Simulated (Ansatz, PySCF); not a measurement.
This triplet is an excited state, 2.30 eV above the relaxed singlet at the level frozen-core CCSD(T)/cc-pVTZ // PBE0-D4/def2-SVP (Ansatz, a first-principles code).

B3LYP has the VWN-RPA correlation part, as in Gaussian. 

Cartesian coordinates (Å):
SMILES: N[C]O
```xyz
6

N     -0.8454     0.1168    -0.0508
C      0.3323    -0.5906     0.0419
O      1.5485    -0.1048    -0.2391
H     -1.4673     0.0163     0.7472
H     -1.3725     0.0001    -0.9188
H      1.8044     0.5622     0.4197
```
Charge 0, spin multiplicity 3.

Question: Give the dipole moment, total energy and highest occupied spin orbital at the level B3LYP-D3(BJ)/def2-TZVP // PBE0-D4/def2-SVP run with PySCF.

Answer: 
```yaml
dipole_moment: 2.14 D
total_energy: -169.8244 Ha
highest_occupied_spin_orbital: -4.80 eV
```
